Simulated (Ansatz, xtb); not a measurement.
## C6H9NO: 3 structures ranked

3 gas-phase structures of C6H9NO, from a drawn sample of its isomers (lower ones may exist). Each was relaxed with GFN2-xTB; where two conformers were screened, the lower at r2SCAN-D4/def2-SVP is listed:

A. `C=C[C@@H]1CCC(O)=N1`, a singlet
B. `C=C[C@@H]1CC=C(O)N1`, a singlet
C. `C=C[C@@H]1CCC(=O)N1`, a singlet

Q: Which do you expect lowest at r2SCAN-D4/def2-SVP, and how would the others follow?

A: Calculated order at r2SCAN-D4/def2-SVP: C (0.0), A (16.2), B (31.0) kcal/mol.

Energies above the lowest of each column, in kcal/mol; the last columns are at B3LYP-D3(BJ)/def2-SVP geometries:

```csv
structure,GFN2-xTB,HF/STO-3G,r2SCAN-D4/def2-SVP,B3LYP-D3(BJ)/def2-SVP,CCSD(T)/def2-SVP + ΔMP2/def2-TZVPP
C,0.0,0.0,0.0,0.0,0.0
A,12.0,6.7,16.2,15.6,11.7
B,24.9,26.2,31.0,30.2,27.1
```

Every level run on C puts it lowest or level with the lowest. Flexible structures stand in one conformer each, not always the lowest. The ΔMP2 step shifts differences by up to 3.3 kcal/mol, which makes them less sure. ΔMP2 is the change of the MP2 energy from the smaller to the larger basis.

Programs: Ansatz 0.2.0, xtb 6.7.1.
